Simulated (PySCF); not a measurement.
These 2 structures share the formula C2H11OPSi2. Method used: PySCF 2.14.0, PBE0-D3(BJ)/def2-SVP geometry optimisation, gas phase. One conformer each; no zero-point energy, no entropy. No frequencies were run at this level. Point groups hold within 0.08 Å.

Task: Rank from lowest to highest electronic energy at this level (kJ/mol).
A. `[CH3:1][CH2:2][O:3][SiH2:4][SiH2:5][PH2:6]` with C1–C2–O3–Si4 180°, C2–O3–Si4–Si5 180°, O3–Si4–Si5–P6 179°, Si4–Si5–P6–H 47° and -47°
B. `[CH3:1][O:2][SiH2:3][PH:4][SiH2:5][CH3:6]` with C1–O2–Si3–P4 -57°, O2–Si3–P4–Si5 168°, Si3–P4–Si5–C6 44°

Result: B (0.0), A (52.1).

As drawn, the lower has an Si–C bond, which the higher lacks; the higher has an Si–Si bond, which the lower lacks.

```tsv
SMILES	E (Eh)	E rel (kJ/mol)	dipole (D)	point group	A, B, C (MHz)
CO[SiH2]P[SiH2]C	-1077.49189	0.0	0.85	C1	3693, 861.2, 757.0
CCO[SiH2][SiH2]P	-1077.47207	52.1	1.85	Cs	6928, 562.3, 532.5
```

Task: How do the relative energies change in single points at CAM-B3LYP/pcSseg-1 (no added dispersion term) on the same geometries?

Result: 
| SMILES | PBE0-D3(BJ)/def2-SVP (kJ/mol) | CAM-B3LYP/pcSseg-1 (kJ/mol) | shift |
| --- | --- | --- | --- |
| CO[SiH2]P[SiH2]C | 0.0 | 0.0 | 0.0 |
| CCO[SiH2][SiH2]P | 52.1 | 44.3 | -7.8 |

Each column counts from its own lowest isomer. The order is unchanged; the largest shift is 7.8 kJ/mol.
